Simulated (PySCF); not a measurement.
Broadened absorption spectrum of C6H10O3

Compound: C₆H₁₀O₃.
SMILES: `C=C(C)COC(=O)OC`

Method: TDDFT B3LYP/def2-SVPD, vertical, gas phase, core orbitals frozen in the response in PySCF 2.14.0, density-fitted response routines. Isolated species at its PBE0-D3(BJ)/def2-SVP geometry (one conformer only). Torsions of this conformer, `[CH2:1]=[C:2]([CH3:3])[CH2:4][O:5][C:6](=[O:7])[O:8][CH3:9]`: C1–C2–C4–O5 130°, C2–C4–O5–C6 172°, C4–O5–C6–O7 1°, O5–C6–O8–C9 -179°.

Computed states:

| state | E (eV) | f |
| --- | --- | --- |
| S1 | 6.71 | 0.053 |
| S2 | 6.97 | 0.016 |
| S3 | 7.07 | 0.313 |
| S4 | 7.28 | 0.0099 |
| S5 | 7.32 | 0.013 |
| S6 | 7.33 | 0.022 |
| S7 | 7.52 | 0.059 |
| S8 | 7.69 | 0.024 |
| S9 | 7.71 | 0.0083 |
| S10 | 7.86 | 0.0036 |

Broadening: Gaussians 0.4 eV wide at half height, area fixed by f = 4.319×10⁻⁹ ∫ε dν̃. The width is an assumption, not a result. The curve ends short of the highest state used, and states not computed would add to its high-energy end.

(1) What does the envelope look like, and where are its maxima?

(2) On this curve, what absorbance would a 10⁻⁴ mol/L sample give at 193 nm over a 1 cm path?

(3) Does any computed singlet lie in the visible range?

(4) Coming from long wavelengths, where does ε first pass 100 L mol⁻¹ cm⁻¹?

Answers

(1) 
(λ (nm), ε (L mol⁻¹ cm⁻¹)): (170.9, 15995), (171.8, 18292), (172.7, 20446), (173.6, 22189), (174.5, 23288), (175.4, 23592), (176.3, 23065), (177.2, 21787), (178.2, 19699), (179.1, 17466), (180.0, 15134), (180.9, 12893), (181.8, 10869), (182.7, 9125), (183.6, 7666), (184.5, 6461), (185.5, 5360), (186.4, 4527), (187.3, 3804), (188.2, 3162), (189.1, 2589), (190.0, 2081), (190.9, 1636), (191.8, 1257), (192.8, 911), (193.7, 664), (194.6, 472), (195.5, 327), (196.4, 221), (197.3, 146), (198.2, 94), (199.1, 59), (200.1, 34), (201.0, 21), (201.9, 12), (202.8, 7)

Maxima: 175 nm (7.07 eV), ε about 24000, made up of S3 (89%) (ε in L mol⁻¹ cm⁻¹; maxima over ε = 5, shares over 10%).

(2) 193 nm is 6.424 eV, where ε is about 850 L mol⁻¹ cm⁻¹, so A = ε c l ≈ 0.085 (Beer–Lambert, with the gas-phase spectrum and the assumed width).

(3) No computed singlet lies in the visible range (380 to 750 nm); the lowest, at 185 nm, stands 3.45 eV above its violet end (3.26 eV).

(4) At about 198 nm (6.26 eV), 0.45 eV below S1.

The vertical ionisation energy (ΔSCF) is 9.49 eV, 1.64 eV above S10.
